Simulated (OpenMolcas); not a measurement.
Nd3+: ligand-field states by method

Nd3+ with its 6 nearest chloride ions at 2.7 Å, on the Y site of Cs2NaYCl6 (a = 10.7396 Å, distance in the model lattice 2.619 Å). The rest of the host is ab initio model potentials to 7.6 Å, with orthogonalisation functions on the cations behind the ligands, and point charges beyond; the distance is set by hand and nothing relaxes. Ligand basis ANO-RCC-VDZP.

* Program: OpenMolcas 26.06
* Basis: ANO-RCC-VDZP [7s6p4d2f1g]
* Scalar Hamiltonian: DKH2, point nucleus
* Active space: 3 electrons in 7 orbitals (4f)
* State averaging: 2S+1 = 4 odd, 35 roots (30 in the spin-orbit step); 2S+1 = 2 odd, 43 roots kept (CI in the orbitals of an earlier block)
* Spin-orbit coupling: RASSI with atomic mean-field integrals over the reference wave functions

I. CASSCF
II. SS-CASPT2, IPEA 0.25 Eh, imaginary shift 0.1 Eh (closed shells correlated: 5s 5p and the ligand valence shells)

Spin-free states (labels of O, the rotations of Oh) in cm-1, each column counted from its own energy of the first state listed:

```csv
State,Degeneracy,I,II
4A2,1,0,0
4T2,3,144,-560
4E,2,283,-380
4T1,3,397,-240
4A1,1,412,-480
4T2,3,511,370
2T1,3,14320,12320
2T2,3,14378,12380
2E,2,14583,12370
2T1,3,14605,12400
4T1,3,14610,11610
4A1,1,14699,11620
4A2,1,14760,12100
4T2,3,14762,11900
2A1,1,19065,16520
2T1,3,19100,16560
2E,2,19108,16570
2T2,3,19187,16470
2T1,3,21542,19750
2T2,3,21571,19800
```

II puts a state of multiplicity 4 lowest, 560 cm-1 below that state.

From I to II, I's first state of another spin (2T1) moves from 14320 to 12320 cm-1, by about -2000 cm-1.

With spin-orbit coupling the lowest J multiplet is 231 (I), 266 (II) cm-1 wide, a factor of 1.15 from I to II.

χT at 300 K: I 1.61, II 1.55 cm3 K/mol.

Roots that are degenerate in the reference are averaged as groups; the widest CASPT2 spread within a group is 260 cm-1 (the 3-fold group of multiplicity 4 near 316 cm-1 above the lowest state of its run, II). Shifts and gaps below about the spread of the groups concerned are not significant. Over all roots computed the reference weight is 0.67 to 0.68 in II; a low but even weight reflects the number of correlated electrons. High states are left out of the spin-orbit mixing, which shifts the levels that they would mix with. Without dynamic correlation the ligand-field splitting of an f shell can come out too small, at times by half (holds for I). Splittings of an f shell from a small cluster at a set distance can be off by tens of per cent, mostly too small (holds for II). No measured value stands beside these numbers; the geometry was set by hand and not optimised.
